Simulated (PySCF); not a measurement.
Energy landscape of O2Si, singlet: symmetric bend, bond length relaxed. Scanned: O-Si-O angle. Other coordinates (Si-O bond length) were minimised at PBE0/def2-TZVP.

Levels of theory: PBE/cc-pVTZ (PySCF); B3LYP/cc-pVTZ (PySCF); CCSD(T) on RHF/cc-pVTZ, 7 core orbitals frozen (PySCF).

Energies relative to the lowest point of each profile, in kJ/mol; the last columns give the difference from CCSD(T):

```csv
a / °,PBE,B3LYP,CCSD(T),PBE − CCSD(T),B3LYP − CCSD(T)
180,0.0,0.0,0.0,0.0,0.0
170,3.6,4.0,3.9,-0.3,0.1
160,14.5,16.0,15.8,-1.3,0.2
150,32.8,36.1,35.7,-2.9,0.4
140,58.9,64.6,63.8,-4.9,0.8
130,93.7,102.3,100.8,-7.1,1.6
120,138.8,150.9,147.8,-9.0,3.2
110,196.9,213.1,206.7,-9.8,6.4
100,—,—,281.1,—,—
90,—,—,376.7,—,—
80,—,—,487.4,—,—
```

PBE is furthest from CCSD(T) at 110 (-9.8 kJ/mol, below); its mean absolute difference over the points is 4.4 kJ/mol.

B3LYP is furthest from CCSD(T) at 110 (6.4 kJ/mol, above); its mean absolute difference over the points is 1.6 kJ/mol.

A dash means that the run gave no value there, or that the column was ended at a point which the program doubted or which failed a test of continuity chosen for this set; such a test can also cut sound points.
